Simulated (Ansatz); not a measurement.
C2H6O2Si can be A, `C=C(O)[SiH2]O`, or B, `O[SiH]1CCO1`.

Calculated with Ansatz (gas phase, PBE0-D4/def2-TZVP geometries, no zero-point term in ΔE). CCSD(T)/CBS is the MP2 limit (def2-TZVPP, def2-QZVPP) plus CCSD(T) − MP2 in def2-TZVPP, frozen cores. Functionals use def2-TZVPP. B3LYP here is the variant with VWN-RPA as its local correlation; programs differ in this. One conformer a species, not always the lowest.

Question: Which isomer does CCSD(T)/CBS put lower? Give the gap. (An estimate is asked.)

Answer: Ansatz gave: B, by 139.6 kJ/mol.

Question: Give E(B) − E(A) in kJ/mol with ωB97M-V, MP2/def2-TZVPP, B3LYP-D4, PBE0-D4, r2SCAN-D4, HF/def2-TZVPP, B3LYP. (Estimate.)

Answer: The calculation gave: ωB97M-V -143.3, MP2/def2-TZVPP -149.1, B3LYP-D4 -125.9, PBE0-D4 -143.9, r2SCAN-D4 -139.5, HF/def2-TZVPP -130.2, B3LYP -125.4. None reverses the order clearly.

Largest T1 diagnostic: 0.012.

In def2-TZVPP, CCSD(T) changes the Hartree–Fock value by −9.3 kJ/mol (the triples alone add +2.1 kJ/mol) and MP2 by −18.9 kJ/mol. From PBE to PBE0 (25 % exact exchange), in def2-TZVPP and without D4, E(B) − E(A) moves by −12.2 kJ/mol.
